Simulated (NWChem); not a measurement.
System: CH5GeNO, singlet; SMILES C[O][Ge][NH2]

Output (shortened):

```
             Northwest Computational Chemistry Package (NWChem) 7.3.0
             --------------------------------------------------------

 CS  symmetry detected

                             Geometry "geometry" -> ""
                             -------------------------

 Output coordinates in angstroms (scale by  1.889725989 to convert to a.u.)

  No.       Tag          Charge          X              Y              Z
 ---- ---------------- ---------- -------------- -------------- --------------
    1 Ge                  32.0000     0.37684492    -0.70530086     0.00000000
    2 O                    8.0000     0.70041734     1.08989934     0.00000000
    3 C                    6.0000    -0.27160094     2.10529604     0.00000000
    4 H                    1.0000    -0.93317484     2.07008526     0.89981008
    5 H                    1.0000     0.23360999     3.09556896     0.00000000
    6 H                    1.0000    -0.93317484     2.07008526    -0.89981008
    7 N                    7.0000    -1.47207499    -0.66430991     0.00000000
    8 H                    1.0000    -2.07669083     0.16275892     0.00000000
    9 H                    1.0000    -2.01881508    -1.52967254     0.00000000

 Effective nuclear repulsion energy (a.u.)     269.8444108180

      Symmetry information
      --------------------

 Group name             Cs
 Group number              2
 Group order               2
 No. of unique centers     8

                                 NWChem DFT Module
                                 -----------------

 Summary of "ao basis" -> "ao basis" (spherical)
 ------------------------------------------------------------------------------
       Tag                 Description            Shells   Functions and Types
 ---------------- ------------------------------  ------  ---------------------
 Ge                         def2-svp                12       32   5s4p3d
 O                          def2-svp                 6       14   3s2p1d
 C                          def2-svp                 6       14   3s2p1d
 H                          def2-svp                 3        5   2s1p
 N                          def2-svp                 6       14   3s2p1d

      Symmetry analysis of basis
      --------------------------

        a'         69
        a"         30

            General Information
            -------------------
          SCF calculation type: DFT
          Wavefunction type:  closed shell.
          No. of atoms     :     9
          No. of electrons :    58
           Alpha electrons :    29
            Beta electrons :    29
          Charge           :     0
          Spin multiplicity:     1
          Use of symmetry is: on ; symmetry adaption is: on
          Maximum number of iterations: 150
          AO basis - number of functions:    99
                     number of shells:    45
          Convergence on energy requested:  1.00D-06
          Convergence on density requested:  1.00D-05
          Convergence on gradient requested:  5.00D-04

              XC Information
              --------------
                          KT2 Method XC Functional
                        Slater Exchange Functional  1.072 local
                           KT1 gradient correction  1.000 non-local
            Perdew 1991 LDA Correlation Functional  0.577 local

             Grid Information
             ----------------
          Grid used for XC integration:  medium
          Radial quadrature: Mura-Knowles
          Angular quadrature: Lebedev.
          Tag              B.-S. Rad. Rad. Pts. Rad. Cut. Ang. Pts.
          ---              ---------- --------- --------- ---------
          Ge                  1.25      112          10.0       590
          O                   0.60       49          10.0       434
          C                   0.70       49          11.0       434
          H                   0.35       45          12.0       434
          N                   0.65       49          11.0       434
          Grid pruning is: on
          Number of quadrature shells:   439
          Spatial weights used:  Erf1

      Superposition of Atomic Density Guess
      -------------------------------------

 Sum of atomic energies:       -2244.10003140

      Non-variational initial energy
      ------------------------------

 Total energy =   -2245.496293
 1-e energy   =   -3661.876321
 2-e energy   =    1146.535618
 HOMO         =      -0.289364
 LUMO         =      -0.017433

      Symmetry analysis of molecular orbitals - initial
      -------------------------------------------------

  Numbering of irreducible representations:

     1 a'          2 a"

  Orbital symmetries:

     1 a'          2 a'          3 a'          4 a'          5 a"
     6 a'          7 a'          8 a'          9 a'         10 a'
    11 a'         12 a"         13 a'         14 a'         15 a'
    16 a"         17 a"         18 a'         19 a'         20 a'
    21 a'         22 a'         23 a'         24 a"         25 a'
    26 a'         27 a"         28 a"         29 a'         30 a"
    31 a'         32 a'         33 a'         34 a'         35 a'
    36 a"         37 a'         38 a'         39 a'

     ---------------------------------------------
      Total Density - Mulliken Population Analysis
     ---------------------------------------------

    Atom       Charge   Shell Charges
 -----------   ------   -------------------------------------------------------
    1 Ge  32    31.02   2.00  2.00  2.00  1.30  0.57  6.00  5.98  0.62  0.46  8.15  1.80  0.15
    2 O    8     8.91   1.99  1.11  0.71  3.05  2.05  0.01
    3 C    6     5.90   1.99  0.92  0.23  1.83  0.87  0.05
    4 H    1     0.93   0.69  0.22  0.02
    5 H    1     0.93   0.69  0.22  0.02
    6 H    1     0.93   0.69  0.22  0.02
    7 N    7     7.85   1.99  1.04  0.48  2.56  1.77  0.01
    8 H    1     0.77   0.59  0.14  0.04
    9 H    1     0.76   0.59  0.13  0.04

   convergence    iter        energy       DeltaE   RMS-Dens  Diis-err
 ---------------- ----- ----------------- --------- --------- ---------
 d= 0,ls=0.0,diis     1  -2258.8034278249 -2.53D+03  1.88D-02  6.29D-01
 d= 0,ls=0.0,diis     2  -2258.4385827596  3.65D-01  1.26D-02  3.89D+00
 d= 0,ls=0.0,diis     3  -2258.8798283912 -4.41D-01  4.09D-03  1.04D-01
 d= 0,ls=0.0,diis     4  -2258.8774243615  2.40D-03  2.42D-03  1.17D-01
 d= 0,ls=0.0,diis     5  -2258.8917245984 -1.43D-02  4.80D-04  4.38D-03
  Resetting Diis
 d= 0,ls=0.0,diis     6  -2258.8922814366 -5.57D-04  1.02D-04  1.57D-04
 d= 0,ls=0.0,diis     7  -2258.8923016807 -2.02D-05  5.88D-05  8.42D-06
 d= 0,ls=0.0,diis     8  -2258.8922986694  3.01D-06  4.51D-05  3.19D-05
 d= 0,ls=0.0,diis     9  -2258.8923022173 -3.55D-06  1.10D-05  3.57D-06
 d= 0,ls=0.0,diis    10  -2258.8923025763 -3.59D-07  1.60D-06  4.74D-08

         Total DFT energy =    -2258.892302576312
      One electron energy =    -3667.496248254319
           Coulomb energy =     1251.945819622907
    Exchange-Corr. energy =     -113.186284762935
 Nuclear repulsion energy =      269.844410818036

 Numeric. integr. density =       58.000015333967

                  Occupations of the irreducible representations
                  ----------------------------------------------

                     irrep           alpha         beta
                     --------     --------     --------
                     a'               22.0         22.0
                     a"                7.0          7.0

                       DFT Final Molecular Orbital Analysis
                       ------------------------------------

 Vector   27  Occ=2.000000D+00  E=-2.477435D-01  Symmetry=a"
              MO Center= -3.6D-01,  3.0D-01, -1.7D-10, r^2= 3.1D+00
   Bfn.  Coefficient  Atom+Function         Bfn.  Coefficient  Atom+Function
  ----- ------------  ---------------      ----- ------------  ---------------
    38      0.350805  2 O  pz                81     -0.339275  7 N  pz
    84      0.271778  7 N  pz                41      0.258269  2 O  pz
    17      0.221298  1 Ge pz                14      0.210504  1 Ge pz
    52     -0.166461  3 C  pz                61     -0.166125  4 H  s
    71      0.166125  6 H  s                 11     -0.121361  1 Ge pz

 Vector   28  Occ=2.000000D+00  E=-2.279546D-01  Symmetry=a'
              MO Center=  4.9D-01, -4.4D-01, -4.4D-15, r^2= 3.3D+00
   Bfn.  Coefficient  Atom+Function         Bfn.  Coefficient  Atom+Function
  ----- ------------  ---------------      ----- ------------  ---------------
     4      0.473894  1 Ge s                  5      0.327470  1 Ge s
     3     -0.281757  1 Ge s                 37      0.257742  2 O  py
    13     -0.235966  1 Ge py                12      0.183420  1 Ge px
    40      0.180169  2 O  py                16     -0.177308  1 Ge py
    78     -0.175830  7 N  s                 79      0.167086  7 N  px

 Vector   29  Occ=2.000000D+00  E=-2.207419D-01  Symmetry=a"
              MO Center= -5.7D-01,  2.6D-01,  3.5D-15, r^2= 2.9D+00
   Bfn.  Coefficient  Atom+Function         Bfn.  Coefficient  Atom+Function
  ----- ------------  ---------------      ----- ------------  ---------------
    81      0.418376  7 N  pz                38      0.415134  2 O  pz
    84     -0.364824  7 N  pz                41      0.312651  2 O  pz
    62     -0.147819  4 H  s                 72      0.147819  6 H  s
    61     -0.134098  4 H  s                 71      0.134098  6 H  s
    52     -0.089873  3 C  pz                21      0.042117  1 Ge d  1

 Vector   30  Occ=0.000000D+00  E=-6.550189D-02  Symmetry=a"
              MO Center=  2.1D-01, -6.1D-01, -1.8D-15, r^2= 3.1D+00
   Bfn.  Coefficient  Atom+Function         Bfn.  Coefficient  Atom+Function
  ----- ------------  ---------------      ----- ------------  ---------------
    17      0.651633  1 Ge pz                14      0.447942  1 Ge pz
    84     -0.288846  7 N  pz                81      0.268642  7 N  pz
    11     -0.236935  1 Ge pz                38     -0.219687  2 O  pz
    41     -0.192001  2 O  pz                62      0.081883  4 H  s
    72     -0.081883  6 H  s                  8      0.076001  1 Ge pz

 Vector   31  Occ=0.000000D+00  E=-4.149369D-03  Symmetry=a'
              MO Center= -2.2D-01, -5.3D-01, -4.1D-14, r^2= 5.3D+00
   Bfn.  Coefficient  Atom+Function         Bfn.  Coefficient  Atom+Function
  ----- ------------  ---------------      ----- ------------  ---------------
    78      0.846430  7 N  s                 15      0.603972  1 Ge px
    16      0.519392  1 Ge py                91     -0.499300  8 H  s
    49      0.483661  3 C  s                 35     -0.471725  2 O  s
    96     -0.263419  9 H  s                 12      0.233109  1 Ge px
    13      0.202241  1 Ge py                62     -0.193574  4 H  s

 Vector   32  Occ=0.000000D+00  E= 2.028514D-02  Symmetry=a'
              MO Center= -6.2D-01,  1.1D-01,  1.8D-12, r^2= 5.7D+00
   Bfn.  Coefficient  Atom+Function         Bfn.  Coefficient  Atom+Function
  ----- ------------  ---------------      ----- ------------  ---------------
    49      0.900271  3 C  s                 78      0.777873  7 N  s
    16     -0.698305  1 Ge py                96     -0.523132  9 H  s
    62     -0.497588  4 H  s                 72     -0.497588  6 H  s
    35      0.468305  2 O  s                  5     -0.381450  1 Ge s
    91     -0.369467  8 H  s                 53     -0.360394  3 C  px

     ---------------------------------------------
      Total Density - Mulliken Population Analysis
     ---------------------------------------------

    Atom       Charge   Shell Charges
 -----------   ------   -------------------------------------------------------
    1 Ge  32    31.59   2.00  2.00  2.00  1.42  0.45  6.00  5.98  0.93  0.64  8.17  1.74  0.26
    2 O    8     8.47   1.99  1.14  0.67  2.83  1.83  0.01
    3 C    6     5.87   1.99  0.93  0.12  2.01  0.76  0.05
    4 H    1     0.99   0.75  0.21  0.02
    5 H    1     0.97   0.75  0.20  0.02
    6 H    1     0.99   0.75  0.21  0.02
    7 N    7     7.35   1.99  1.04  0.42  2.38  1.51  0.01
    8 H    1     0.89   0.71  0.14  0.05
    9 H    1     0.88   0.71  0.12  0.05

     -------------------------------------------
      Total Density - Lowdin Population Analysis
     -------------------------------------------

    Atom       Charge   Shell Charges
 -----------   ------   -------------------------------------------------------
    1 Ge  32    31.77   2.00  2.00  1.96  1.04  0.63  5.99  5.81  1.12  0.86  7.87  1.98  0.50
    2 O    8     8.26   1.98  0.96  0.59  2.70  2.01  0.02
    3 C    6     5.95   1.97  0.60  0.31  1.79  1.16  0.13
    4 H    1     1.00   0.65  0.28  0.06
    5 H    1     0.98   0.65  0.27  0.06
    6 H    1     1.00   0.65  0.28  0.06
    7 N    7     7.18   1.97  0.75  0.43  2.19  1.81  0.02
    8 H    1     0.94   0.59  0.22  0.13
    9 H    1     0.93   0.59  0.21  0.12

     Multipole analysis of the density
     ---------------------------------

     L   x y z        total         alpha         beta         nuclear
     -   - - -        -----         -----         ----         -------
     0   0 0 0      0.000000    -29.000000    -29.000000     58.000000

     1   1 0 0     -0.973555     -0.486777     -0.486777     -0.000000
     1   0 1 0     -0.067810     -0.033905     -0.033905      0.000000
     1   0 0 1      0.000000      0.000000      0.000000      0.000000

     2   2 0 0    -25.163440    -73.763269    -73.763269    122.363097
     2   1 1 0      0.023944     -1.106129     -1.106129      2.236201
     2   1 0 1     -0.000000     -0.000000     -0.000000      0.000000
     2   0 2 0    -24.647390   -147.352147   -147.352147    270.056904
     2   0 1 1      0.000000      0.000000      0.000000      0.000000
     2   0 0 2    -26.739441    -16.261062    -16.261062      5.782683
```

Level: KT2/def2-SVP. Low-valent species are run as closed-shell singlets; no triplet was tried in these runs. Coordinates come from a PBE-D3(BJ)/def2-SVP optimisation.

Problem. Which NWChem input produces such a log?

Solution. One answer among several that fit: the input that was run:
```
start job
memory heap 200 mb stack 900 mb global 1100 mb
geometry units angstroms noautoz
  Ge     0.444023    -0.692291     0.059525
  O      0.690987     1.114321     0.110562
  C     -0.320106     2.089074     0.052273
  H     -1.044904     2.010941     0.899100
  H      0.141665     3.098970     0.104772
  H     -0.910638     2.042898    -0.895220
  N     -1.399875    -0.726750    -0.078453
  H     -2.036935     0.074861    -0.112787
  H     -1.908194    -1.613535    -0.133246
end
basis spherical
  Ge library def2-svp
  O library def2-svp
  C library def2-svp
  H library def2-svp
  N library def2-svp
end
dft
  xc kt2
  iterations 150
  mulliken
end
task dft energy
```
